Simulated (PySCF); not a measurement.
# How methods differ on the excitation energy of Tl

Tl [Xe] 4f14 5d10 6s2 6p1 (2P) → Tl [Xe] 4f14 5d10 6s2 6d1 (2D), as a difference of total energies. All numbers are calculated (PySCF 2.14, the spin-free X2C one-electron Hamiltonian (Gaussian nucleus), in aug-cc-pVTZ-DK3 (9s8p6d3f, 84 functions)). Correlated levels: valence: [Xe] 4f14 5d10 frozen. The calculations carry no spin-orbit coupling.

```tsv
method	excitation energy (cm⁻¹)	error (cm⁻¹)
UHF	31104	+132
MP2 (valence)	31525	+553
SCS-MP2 (valence)	31516	+544
CCSD (valence)	31396	+424
CCSD(T) (valence)	31374	+402
```

Reference: 30972 cm⁻¹ (measured; NIST levels, between the centres of gravity of the two terms).

Errors of the correlated levels include the incompleteness of this basis and the frozen core.
